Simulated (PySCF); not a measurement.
# Exercise with solution: chemical shift, span and skew from a shielding tensor

CH6O2Si2, SMILES O[Si@H]1OC[SiH2]1. Atoms are numbered in the order given.

```xyz
11

O      2.0169     1.0697    -0.1380
Si     0.5501     0.4506    -0.6582
O      0.4026    -1.2424    -0.4664
C     -0.7812    -1.4763     0.3418
Si    -1.3619     0.3444     0.7095
H      2.2314     0.8905     0.7947
H      0.5047     0.8885    -2.0900
H     -1.5281    -2.0685    -0.2318
H     -0.5150    -2.0649     1.2477
H     -2.7268     0.7114     0.1877
H     -1.2700     0.7526     2.1582
```
Charge 0, spin multiplicity 1.

The structure is a stationary point at PBE-D3(BJ)/def2-SVP. The structure was generated by enumeration; whether it is a known compound was not checked. The values are those of a single conformer.

GIAO shieldings from PySCF with PBE0/pcSseg-1, non-relativistic, no solvent. The symmetric part of the tensor of Si2 has the principal values 313.2, 332.4, 350.0 ppm. The same nucleus in TMS has σ = 352.7 ppm at this level (PySCF, at its B3LYP-D3(BJ)/def2-TZVP geometry).

Task: Work out the isotropic shielding, the ²⁹Si shift against TMS, the span and the skew.

Result: 
σ(iso) = (σ11 + σ22 + σ33)/3 = 331.9 ppm. δ = σ(ref) − σ(iso) = 352.7 − (331.9) = 20.8 ppm.
Span Ω = σ33 − σ11 = 36.8 ppm. Skew κ = 3(σ(iso) − σ22)/Ω = -0.04. Tumbling in solution averages the tensor to δ; in a static solid the shielding alone would spread this spin-1/2 line over Ω.
